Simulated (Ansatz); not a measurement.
```xyz
12

C    -1.524    1.510    0.927
C    -1.241    0.542    0.106
C    -0.917   -0.455   -0.674
F    -1.873   -1.182   -1.285
N     0.350   -0.921   -0.938
Si    1.712   -0.588    0.086
H    -1.723    2.520    0.575
H    -1.580    1.351    2.003
H     0.487   -1.226   -1.891
H     2.102    0.847    0.104
H     1.378   -1.011    1.467
H     2.828   -1.387   -0.478
```

Charge 0, multiplicity 1.

Q: List the PBE/def2-TZVPP orbital energies in eV (Ansatz 0.2.0). (An estimate is asked.)

A: Computed: Occupied: -1780.01, -660.39, -381.02, -272.03, -269.45, -269.04, -137.73, -94.49, -94.45, -94.43, -30.75, -22.95, -19.37, -17.20, -14.68, -13.55, -13.27, -11.83, -11.49, -10.76, -10.40, -9.38, -8.94, -8.56, -7.52, -6.99, -5.24. Lowest empty: -1.52, -0.53, -0.19, 0.54, 0.95, 1.02, 1.20, 1.57.
